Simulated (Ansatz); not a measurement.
Born–Oppenheimer molecular dynamics of C2H7ClGaN (12 atoms, charge 0, multiplicity 1). It starts at the highest image of a converged band. Of that band: The profile has 2 maxima (images 2, 4) with wells between them (image 3): this band takes more than one step, which may be the mechanism or a detour left from its start path. Neighbouring images differ by up to 2.7 eV, so the band resolves the path poorly. A vibrational analysis at the climbing image gives one clearly imaginary mode, 1494i cm⁻¹: a first-order saddle point.

The calculation used Ansatz, RKS PBE0-D4/def2-SVP.

```yaml
ensemble: NVE (velocity Verlet)
time_step: 0.5 fs
steps_asked: 200
starting_velocities_drawn_for: 300 K
seed: 2832
```

First frame:

```xyz
12
Properties=species:S:1:pos:R:3
Ga -0.959 0.281 1.106
N 0.731 -0.323 0.158
C 0.588 -1.305 -0.901
C -0.574 1.926 0.246
H 0.407 0.854 -0.220
Cl -2.169 -1.372 1.759
H 1.598 -0.453 0.678
H -0.261 -1.021 -1.547
H 1.482 -1.349 -1.545
H 0.382 -2.321 -0.523
H -1.387 2.596 -0.065
H 0.162 2.486 0.855
```

(1) What does the run give?

(2) What happens to the structure?

(3) How do temperature and energy run in time?

## Answers

(1) All steps were run.

```yaml
steps_done: 200
time_covered: 100 fs
mean_temperature_over_the_second_half: 1409 K
spread_of_the_potential_energy_over_the_second_half: 27.8 meV per atom
mean_potential_energy_of_the_second_half_above_the_start: -119.6 meV per atom
```

The conserved energy stayed within 0.49 meV per atom of its start (net change -0.022 meV per atom), so the integration is sound. The kinetic energy rose, since the run started high on the potential surface and went downhill. A run of 0.1 ps of so small a system gives no equilibrium averages. The orbitals stay closed-shell, which can raise the energy where a bond breaks towards radicals; this wasn't checked here.

(2) Between its relaxed ends the band would form N2–H5 and break C4–H5. These pairs go: N2–H5 1.28 → 3.91 Å, C4–H5 1.53 → 1.19 Å. In the last frame they stand as before the step (other bonds may differ from the relaxed reactants and products). It ends as one piece, C2H7ClGaN. Pairs count as bonded within 1.25 times the sum of covalent radii (0.12 Å more for H–H). The details hang on the random start.

(3) 
| time (fs) | T (K) | potential energy less start (eV) | conserved less start (meV/atom) |
| --- | --- | --- | --- |
| 0 | 300 | 0.000 | 0.00 |
| 3 | 209 | 0.119 | 0.08 |
| 6 | 161 | 0.181 | 0.04 |
| 9 | 145 | 0.201 | 0.10 |
| 12 | 257 | 0.056 | 0.08 |
| 15 | 575 | -0.355 | 0.06 |
| 18 | 777 | -0.615 | 0.15 |
| 21 | 962 | -0.859 | -0.25 |
| 24 | 703 | -0.519 | 0.17 |
| 27 | 1151 | -1.104 | -0.33 |
| 30 | 1043 | -0.957 | 0.24 |
| 33 | 1156 | -1.107 | -0.07 |
| 36 | 930 | -0.813 | 0.16 |
| 39 | 1182 | -1.144 | -0.32 |
| 42 | 1369 | -1.386 | -0.41 |
| 45 | 1246 | -1.222 | 0.06 |
| 48 | 1336 | -1.340 | 0.02 |
| 51 | 1355 | -1.363 | 0.00 |
| 54 | 1583 | -1.662 | -0.31 |
| 57 | 1464 | -1.504 | 0.07 |
| 60 | 1706 | -1.818 | -0.09 |
| 63 | 1739 | -1.857 | 0.23 |
| 66 | 1852 | -2.009 | -0.22 |
| 69 | 1456 | -1.493 | 0.15 |
| 72 | 1663 | -1.766 | -0.39 |
| 75 | 1361 | -1.370 | 0.12 |
| 78 | 1355 | -1.365 | -0.09 |
| 81 | 1186 | -1.144 | 0.12 |
| 84 | 1344 | -1.351 | -0.12 |
| 87 | 1461 | -1.504 | -0.26 |
| 90 | 1298 | -1.291 | -0.03 |
| 93 | 1281 | -1.270 | -0.12 |
| 96 | 999 | -0.903 | 0.10 |
| 99 | 769 | -0.607 | -0.05 |

Time of the run: 14 min on 4 threads of Arm Neoverse N1, on a shared host, peak memory 0.36 GiB.
